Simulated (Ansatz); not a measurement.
Ideal-gas functions of hydrogen bromide, BrH at 298.15 K and 1 bar, from an Ansatz frequency run at PBE0-D4/def2-TZVP.

Molar mass 80.91 g/mol, point group C∞v (symmetry number 1), electronic degeneracy 1, moments of inertia 2.009 u Å². Harmonic wavenumbers (cm⁻¹, unscaled): 2668.

Use S(trans) = R[1.5 ln M + 2.5 ln T − 1.1517]; rotational temperatures θ = 24.2544 K / I; S(rot) = R[ln(T/σθ) + 1]; for each mode x = 1.438777 ν̃/T, S = R[x/(eˣ − 1) − ln(1 − e⁻ˣ)] and H = RT x/(eˣ − 1); 1 cm⁻¹ = 0.0119627 kJ/mol; R = 8.31446 J/(mol·K).

By hand: the entropy, in J/(mol·K).

Translation 163.6. Rotation: θ = 12.0729 K, giving 35.0. Vibration, mode by mode: 0.00, in all 0.0. Electronic 0.0. Sum 198.6 J/(mol·K).

By hand: H − E and G − E in kJ/mol, counted from the electronic energy.

Zero-point energy ½ × 2668 × 0.0119627 = 16.0; thermal vibration 0.0; translation, rotation and pV give 3.5 RT = 8.7. H − E = 24.7 kJ/mol, and G − E = 24.7 − 298.15 × 198.6/1000 = -34.5 kJ/mol.

Vibration gives 0 % of the entropy; all modes have x over 3 and are hardly excited.
